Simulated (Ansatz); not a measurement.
The same path of Cl3In + H2 (6 atoms, charge 0, multiplicity 1) was run twice with different band settings. Lost on the way: In1–Cl2, H5–H6. Made: In1–H5, Cl2–H6.

Level of theory: RKS B3LYP-D4/def2-SVP (Ansatz).

Relaxed end points:

```xyz
6
Properties=species:S:1:pos:R:3
In 0.006 0.217 0.170
Cl 0.001 0.779 2.443
Cl 2.027 0.069 -0.999
Cl -2.015 -0.009 -0.987
H 0.079 -2.468 0.666
H 0.061 -2.190 1.377
```

```xyz
6
Properties=species:S:1:pos:R:3
In 0.029 -0.764 -0.469
Cl 0.020 -0.019 2.405
Cl 1.966 0.471 -1.024
Cl -1.966 0.381 -1.015
H 0.067 -2.431 -0.063
H 0.043 -1.239 2.837
```

Common settings: movable images 5; climbing image yes; optimiser quadratic models (default); start path through a guess of the saddle point; force threshold 0.05 eV/Å; iteration limit 60; end points relaxed.

| run | spring |
| --- | --- |
| 1 | 5.0 eV/Å² |
| 2 | 20.0 eV/Å² |

Q: What does each run give, and how far can it be trusted?

A: Run 1: converged after 8 iterations, highest image 1.295 eV above the first end. A vibrational analysis at the climbing image gives one clearly imaginary mode, 1134i cm⁻¹: a first-order saddle point.
Run 2: converged after 6 iterations, highest image 1.295 eV above the first end. Another band between the same ends (5 images) ends at a top of the same energy, where a vibrational analysis finds 1 clearly imaginary mode.
The orbitals stay closed-shell, which can raise the energy where a bond breaks towards radicals; this wasn't checked here.
